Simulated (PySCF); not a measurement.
**Radial density of Se²⁺ (selenium, charge +2)**

PBEsol, [Ar] 3d10 4s1 4p3, high-spin 5S determinant (an excited configuration). Computed with PySCF 2.14 in aug-cc-pwCVDZ-PP with ECP10MDF (6s5p4d1f, 48 functions), with scalar relativity through the core potential. This is the valence pseudo-density: the core potential removes the inner electrons and smooths the orbitals near the nucleus.

```csv
r (bohr),4πr²ρ (e/bohr),4πr²(ρα − ρβ)
0.000659,2.684e-05,0.0000
0.00111,7.583e-05,0.0000
0.00186,0.0002136,0.0000
0.00313,0.0005970,0.0001
0.00527,0.001632,0.0002
0.00887,0.004209,0.0004
0.0149,0.009464,0.0009
0.0251,0.01725,0.0016
0.0422,0.03290,0.0023
0.0710,0.1432,0.0024
0.119,1.145,0.0015
0.201,6.713,0.0338
0.338,23.92,0.3842
0.568,29.81,0.2267
0.955,8.672,0.6738
1.61,3.097,2.6636
2.70,0.8776,0.8745
4.55,0.02802,0.0280
7.65,4.952e-05,0.0000
```

Energies and moments cover only the electrons outside the core potential.
